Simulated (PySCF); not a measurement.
C₆ coefficients of unlike pairs at UHF

Calculated with PySCF 2.14 from the dipole response of each species, C₆(A,B) = (3/π) ∫ α_A(iu) α_B(iu) du, in atomic units, from isotropic polarisabilities. For ions this is the dispersion term alone; charge-induced terms of lower order in 1/R come first.

| species | configuration | basis | relativity | α (bohr³) | C₆ (like pair) |
| --- | --- | --- | --- | --- | --- |
| Al⁺ | [Ne] 3s2 (1S) | aug-cc-pV(T+d)Z with one added diffuse shell each of s, p, d, f type (7s6p5d3f) | none | 26.28 | 139.0 |
| Ga³⁺ | [Ar] 3d10 (1S) | aug-cc-pVQZ-PP with ECP10MDF (7s6p5d3f2g) | core potential | 1.011 | 1.476 |
| S⁺ | [Ne] 3s2 3p3 (4S) | aug-cc-pV(T+d)Z (6s5p4d2f) | none | 10.93 | 53.80 |
| Cr⁺ | [Ar] 3d5 (6S) | aug-cc-pwCVTZ-DK with one added diffuse shell each of s, p, d, f, g type (11s10p8d5f4g) | spin-free X2C | 9.356 | 33.94 |

Estimate C₆ for Ga³⁺ with Al⁺.

The integral gives 9.622. The combination rule 2 C_A C_B / (C_A α_B/α_A + C_B α_A/α_B) gives 9.388 and the geometric mean 14.33.

No spin-orbit coupling is included.

The other pairs:

```
     pair     C₆
 Cr⁺, Al⁺  62.96
Cr⁺, Ga³⁺  6.414
  S⁺, Al⁺  80.17
 S⁺, Ga³⁺  7.628
  Cr⁺, S⁺  42.24
```
